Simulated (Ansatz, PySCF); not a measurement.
H₄O₂SeSi, SMILES O[Se]O[SiH3]. Atoms are numbered in the order given.

```xyz
8

Se    -0.1796     0.7400     0.5860
O     -1.8558     0.1330     0.4997
H     -2.1463     0.1985    -0.4203
O      0.7447    -0.7596     0.2063
Si     0.9784    -1.1751    -1.4100
H     -0.3351    -1.2194    -2.1246
H      1.6064    -2.5243    -1.4105
H      1.8649    -0.1865    -2.0924
```
Charge 0, spin multiplicity 1.

The structure is a stationary point at PBE0-D3(BJ)/def2-SVP. Other conformers were not sampled.

Two levels are set side by side: PBE-D3(BJ)/def2-SVP (Ansatz, an electronic-structure program) and PBE0-D3(BJ)/def2-SVP (Ansatz). Each level has its own optimised geometry; the coordinates shown are those of the second. Frequencies come from the Hessian of PySCF at each geometry. Differences are taken from unrounded values.

```csv
quantity,PBE0-D3(BJ),PBE-D3(BJ),PBE-D3(BJ) minus PBE0-D3(BJ)
mean bond length (Å),1.531,1.550,0.019
bond Se1–O2 (Å),1.785,1.816,0.031
bond Se1–O4 (Å),1.802,1.839,0.037
bond O4–Si5 (Å),1.685,1.705,0.020
bond O2–H3 (Å),0.967,0.980,0.013
bond Si5–H6 (Å),1.496,1.507,0.012
bond Si5–H7 (Å),1.488,1.500,0.012
bond Si5–H8 (Å),1.493,1.504,0.011
highest harmonic wavenumber (cm⁻¹),3838,3651,-187
mean harmonic wavenumber (cm⁻¹),1067,1023,-44
zero-point energy (kcal/mol),27.46,26.33,-1.13
```

Exact exchange shortens and stiffens bonds; PBE has none. Differences between two approximate levels are no errors against the true value.
